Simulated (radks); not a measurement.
Results of a calculation; reference values are marked as such.
All-electron atom: Pr2+ in [Xe] 4f3.

Code: a radial shooting solver on a logarithmic mesh with Libxc functionals. Model: scalar-relativistic Kohn-Sham, TASK exchange with Perdew-Wang LDA correlation, spin-polarised, spherical densities, finite nucleus; open shells are filled with parallel spins first (spin-orbit coupling, left out, can overturn this in heavy ions); meta-GGA in the generalised Kohn-Sham scheme; Fermi nuclear charge, rms radius 4.8919 fm.

Energy parts (hartree):
| part | energy |
|---|---|
| total | -9235.7397 |
| kinetic | 9807.2614 |
| electron-nucleus | -22382.1465 |
| Hartree | 3553.3625 |
| exchange-correlation | -214.2171 |

Orbitals (lengths in bohr, moments of r in powers of bohr; r(max) is where P^2 peaks):
orbital,occ.,eigenvalue (hartree),r(max)
1s up,1,-1539.638,0.01542
1s down,1,-1539.638,0.01542
2s up,1,-249.0236,0.08729
2s down,1,-249.0242,0.08729
2p up,3,-222.8253,0.07029
2p down,3,-222.8257,0.07029
3s up,1,-54.39753,0.2492
3s down,1,-54.35698,0.2491
3p up,3,-46.06622,0.2439
3p down,3,-46.02531,0.2438
3d up,5,-34.33422,0.2006
3d down,5,-34.30210,0.2005
4s up,1,-11.35948,0.5802
4s down,1,-11.24805,0.5799
4p up,3,-8.61650,0.6056
4p down,3,-8.50240,0.6052
4d up,5,-4.66636,0.6368
4d down,5,-4.54624,0.6361
4f up,3,-0.50283,0.6900
5s up,1,-2.01831,1.357
5s down,1,-1.93006,1.369
5p up,3,-1.32480,1.528
5p down,3,-1.25617,1.548

The highest occupied level is 4f up at -13.683 eV. The spin density at the nucleus is 0.740 e/bohr^3 (1s -0.009, 2s -0.105, 3s -5.956, 4s -0.282, 5s 7.092). The electron density at the nucleus is 4.346e+05 e/bohr^3 (large components only).

Empty levels of this run are not shown, since the potential may be unsettled where no density lies.
